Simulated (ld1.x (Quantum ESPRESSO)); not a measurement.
**Before and after: RRKJ potential for indium (In)**

ld1.x (Quantum ESPRESSO) 7.5 input, shortened:

```
&input
   title='In', zed=49., rel=1, dft='PBE', iswitch=3,
   config='[Kr] 4d10 5s2 5p0'
 /
 &inputp
   pseudotype=2, tm=.false., lloc=0,
   nlcc=.false.
 /
2
5P  2  1   0.00   0.00  2.75  2.75  0.0
5S  1  0   2.00   0.00  1.95  1.95  0.0
 &test
   configts(1)='5s2 5p0'
 /
```

All-electron outer shells of the reference configuration (PBE, scalar-relativistic, ld1.x):

```tsv
shell	level (eV)	outermost node (bohr)	outermost maximum (bohr)
5s	-14.92	1.02	2.11
5p	-8.43	1.14	2.64
```

Change: wave 5s (bound): rc 1.95 bohr becomes 5s (bound): rc 1.30 bohr.

Cutoffs: the cutoffs (Ry, on a coarse ladder) from which the occupation-weighted sum of valence levels, in a spherical-Bessel basis at the reference potential, stays within 10 and 1 mRy of its value at 400 Ry; they do not see the model core or the augmentation charge, which bear on the density cutoff. Errors are all-electron minus pseudo energies relative to the spin-unpolarised reference configuration.

Question: What does the change do?

Answer: A bound ghost appears in p, which as a rule spoils a file; the s channel binds one level more than in the base; the miss of the reference levels goes from 0.00 to 0.18 eV; of the 7 tests that both files solve, the error grows in 5 and shrinks in 2 by more than 15 % and 0.3 meV (median size 59.4 → 132.5 meV); the range in which the s phases agree narrows (upper end 1.4 → -0.3).

```csv
quantity,base,changed
"cutoffs, loose and tight","18 Ry, 30 Ry",not determined
bound ghosts,none,p
"largest miss of a reference level, eV",0.00,0.18
"error for 5s2 5p1, meV [ΔE -5.36 eV]",+43,+133
"error for 5s1 5p0, meV [ΔE 19.23 eV]",+90,-29
"error for 5s2 5p0.5, meV [ΔE -3.42 eV]",+15,+71
"error for 5s0 5p3, meV [ΔE 6.58 eV]",+230,+275
"error for 5s1 5p2, meV [ΔE 0.48 eV]",+105,+145
"error for 5s1 5p1, meV [ΔE 6.59 eV]",+36,+27
"error for 5s2 5p1.3, meV [ΔE -5.90 eV]",+59,+159
s: phases at 3.01 bohr within 0.05 rad from the reference energy up to (Ry; the scan ends near 5),1.4,-0.3
p: phases at 3.01 bohr within 0.05 rad from the reference energy up to (Ry; the scan ends near 5),2.5,n/a
```

 A true bound ghost makes a file unfit for plane-wave use even where its test errors are small: the radial tests pick states by their node count and pass the ghost by.
